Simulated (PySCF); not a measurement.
A side-by-side comparison of computed properties.

First species: 2,6-dimethylbenzonitrile, C9H9N.
InChI=1S/C9H9N/c1-7-4-3-5-8(2)9(7)6-10/h3-5H,1-2H3

Second species: C6H13ClOSi.
Structure used (GFN2-xTB), in Å, numbered top down from 1:
```xyz
22
C6H13ClOSi angstrom
C      2.3522   -1.7406   -0.2337
C      1.6099   -0.7198    0.1813
O      2.0776    0.5204    0.5220
C      3.4625    0.7532    0.4259
Si    -0.2725   -0.7407    0.4123
Cl    -0.9511   -2.5153   -0.2915
C     -1.0035    0.7374   -0.5447
C     -2.4105    1.1678   -0.1241
C     -3.4533    0.0821   -0.3537
H      3.4219   -1.7049   -0.3505
H      1.8804   -2.6744   -0.4758
H      3.6180    1.7857    0.7341
H      4.0230    0.0854    1.0874
H      3.8147    0.6205   -0.6020
H     -0.5977   -0.6726    1.8398
H     -1.0122    0.5165   -1.6155
H     -0.3293    1.5852   -0.4101
H     -2.6906    2.0567   -0.6966
H     -2.4042    1.4469    0.9316
H     -3.4267   -0.2587   -1.3864
H     -3.2683   -0.7736    0.2904
H     -4.4507    0.4621   -0.1425
```

Levels: PBE0/pcSseg-1 for dipole moment, HOMO energy, LUMO energy and HOMO–LUMO gap; GFN2-xTB for rotational constant A and rotational constant C. Geometries: GFN2-xTB. All species are isolated and taken at one optimised geometry, non-relativistic unless stated; the electronic structure was computed with PySCF and density fitting.

Dipoles, sizes and rotational constants follow the conformer. The torsions of the flexible species, by atom-mapped SMILES:
- `[CH2:1]=[C:2]([O:3][CH3:4])[Si@H:5]([Cl:6])[CH2:7][CH2:8][CH3:9]`: C1–C2–O3–C4 0°, C1–C2–Si5–Cl6 -6°, C2–Si5–C7–C8 -161°, Si5–C7–C8–C9 -63°

Values for the first species:

* Dipole moment: 3.89 D
* HOMO energy: -7.50 eV
* LUMO energy: -1.45 eV
* HOMO–LUMO gap: 6.05 eV
* Rotational constant A: 1.782 GHz
* Rotational constant C: 0.825 GHz

Problem. Estimate the same properties for the second species, and the change in each.

Solution. 
| property | first | second | second less first |
| --- | --- | --- | --- |
| dipole moment | 3.89 D | 2.33 D | -1.56 D |
| HOMO energy | -7.50 eV | -6.91 eV | +0.59 eV |
| LUMO energy | -1.45 eV | 0.20 eV | +1.65 eV |
| HOMO–LUMO gap | 6.05 eV | 7.11 eV | +1.06 eV |
| rotational constant A | 1.782 GHz | 1.645 GHz | -0.137 GHz |
| rotational constant C | 0.825 GHz | 0.517 GHz | -0.308 GHz |

On the first: The dipole matches unit charges of opposite sign 0.81 Å apart (1 e·Å = 4.8032 D). Point group C2v permits a dipole; with 3.89 D the species has a pure rotational spectrum.

On the second: The dipole matches unit charges of opposite sign 0.49 Å apart (1 e·Å = 4.8032 D).
